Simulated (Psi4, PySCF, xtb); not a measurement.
Approach curve of the dimer CO ··· H6Si2 (SMILES [C-]#[O+] and [SiH3][SiH3]). Monomers: optimised at B3LYP-D3(BJ) (def2-TZVP), held rigid. Orientation: lowest of the rigid-body minima from ten starts at GFN2-xTB. R is the distance of the centres of mass, along which the second monomer moves.

Levels: GFN1-xTB (xtb); RKS-B3LYP/6-31G* = restricted B3LYP/6-31G*, spherical d, no counterpoise correction in PySCF; RMP2/3-21G = restricted MP2 (frozen core)/3-21G, no counterpoise correction (PySCF); SAPT0/jun-cc-pVDZ, frozen core (Psi4).

Interaction energies in kcal/mol; the last columns give the difference from SAPT0:

```tsv
R / Å	GFN1-xTB	RKS-B3LYP/6-31G*	RMP2/3-21G	SAPT0/jun-cc-pVDZ	GFN1-xTB − SAPT0/jun-cc-pVDZ	RKS-B3LYP/6-31G* − SAPT0/jun-cc-pVDZ	RMP2/3-21G − SAPT0/jun-cc-pVDZ
2.66	-5.53	21.25	24.20	20.24	-25.77	1.01	3.96
2.90	-6.18	10.62	10.45	10.21	-16.39	0.41	0.24
3.06	-5.63	6.37	5.20	6.16	-11.79	0.21	-0.96
3.26	-4.58	3.08	1.44	3.02	-7.60	0.06	-1.58
3.48	-3.42	1.12	-0.47	1.15	-4.57	-0.03	-1.62
3.65	-2.65	0.33	-1.04	0.38	-3.04	-0.06	-1.43
3.94	-1.70	-0.24	-1.14	-0.18	-1.51	-0.05	-0.96
4.29	-1.01	-0.32	-0.77	-0.32	-0.69	0.00	-0.45
4.80	-0.53	-0.15	-0.29	-0.24	-0.29	0.10	-0.04
5.46	-0.26	-0.01	-0.06	-0.13	-0.14	0.11	0.06
6.46	-0.10	0.01	-0.01	-0.04	-0.06	0.05	0.03
7.76	-0.03	0.00	0.00	-0.01	-0.02	0.02	0.01
```

GFN1-xTB is furthest from SAPT0/jun-cc-pVDZ at 2.66 (-25.77 kcal/mol, below); its mean absolute difference over the points is 5.99 kcal/mol.

RKS-B3LYP/6-31G* is furthest from SAPT0/jun-cc-pVDZ at 2.66 (1.01 kcal/mol, above); its mean absolute difference over the points is 0.18 kcal/mol.

RMP2/3-21G is furthest from SAPT0/jun-cc-pVDZ at 2.66 (3.96 kcal/mol, above); its mean absolute difference over the points is 0.95 kcal/mol.
